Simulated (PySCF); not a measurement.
# C₆ coefficients of unlike pairs at UHF

Calculated with PySCF 2.14 from the dipole response of each species, C₆(A,B) = (3/π) ∫ α_A(iu) α_B(iu) du, in atomic units, from isotropic polarisabilities. For ions this is the dispersion term alone; charge-induced terms of lower order in 1/R come first.

```
species       configuration                                                                                              basis      relativity  α (bohr³)  C₆ (like pair)
   Hf²⁺  [Xe] 4f14 5d2 (3F)  aug-cc-pVTZ-PP with one added diffuse shell each of s, p, d, f, g type with ECP60MDF (7s7p6d4f3g)  core potential      14.10           69.81
   Ga²⁺  [Ar] 3d10 4s1 (2S)                                                          aug-cc-pVQZ-PP with ECP10MDF (7s6p5d3f2g)  core potential      12.10           36.65
     S⁺   [Ne] 3s2 3p3 (4S)                                                                         aug-cc-pCVTZ-DK (8s7p5d3f)   spin-free X2C      10.90           53.66
      P   [Ne] 3s2 3p3 (4S)               aug-cc-pV(Q+d)Z with one added diffuse shell each of s, p, d, f, g type (8s7p6d4f3g)            none      25.45           188.0
```

Question: Estimate C₆ for P with Ga²⁺.

Answer: The integral gives 82.63. The combination rule 2 C_A C_B / (C_A α_B/α_A + C_B α_A/α_B) gives 82.78 and the geometric mean 83.00.

No spin-orbit coupling is included.

The other pairs:

```csv
pair,C₆
"Ga²⁺, Hf²⁺",49.42
"S⁺, Ga²⁺",43.04
"P, S⁺",98.29
"P, Hf²⁺",111.6
"S⁺, Hf²⁺",60.73
```
